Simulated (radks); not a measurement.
Task: All-electron atom: neutral germanium in [Ar] 3d10 4s2 4p2 (the NIST ground configuration). Method: scalar-relativistic Kohn-Sham, BLYP, spin-polarised, spherical densities, finite nucleus; open shells are filled with parallel spins first; Fermi nuclear charge, rms radius 4.0742 fm; computed with a radial shooting solver on a logarithmic mesh with Libxc functionals. Some entries of the table are withheld. Estimate them.

| orbital | occ. | eigenvalue (hartree) | <r> (bohr) |
|---|---|---|---|
| 1s up | 1 | -402.9063 | 0.04700 |
| 1s down | 1 | -402.9041 | 0.04700 |
| 2s up | 1 | -50.41106 | 0.2101 |
| 2s down | 1 | -50.41027 | 0.2101 |
| 2p up | 3 | -44.06067 | 0.1837 |
| 2p down | 3 | -44.05892 | 0.1837 |
| 3s up | 1 | -6.17202 | 0.6244 |
| 3s down | 1 | -6.16950 | 0.6243 |
| 3p up | 3 | -4.23313 | (1) |
| 3p down | 3 | -4.23022 | (2) |
| 3d up | 5 | -1.06673 | 0.7392 |
| 3d down | 5 | -1.06148 | 0.7353 |
| 4s up | 1 | -0.44229 | 2.112 |
| 4s down | 1 | -0.39963 | 2.111 |
| 4p up | 2 | -0.15275 | 2.860 |
| 4p down | 0 | -0.11234 | 3.009 |

Result: 
(1) 3p up <r> (bohr): 0.6473
(2) 3p down <r> (bohr): 0.6470
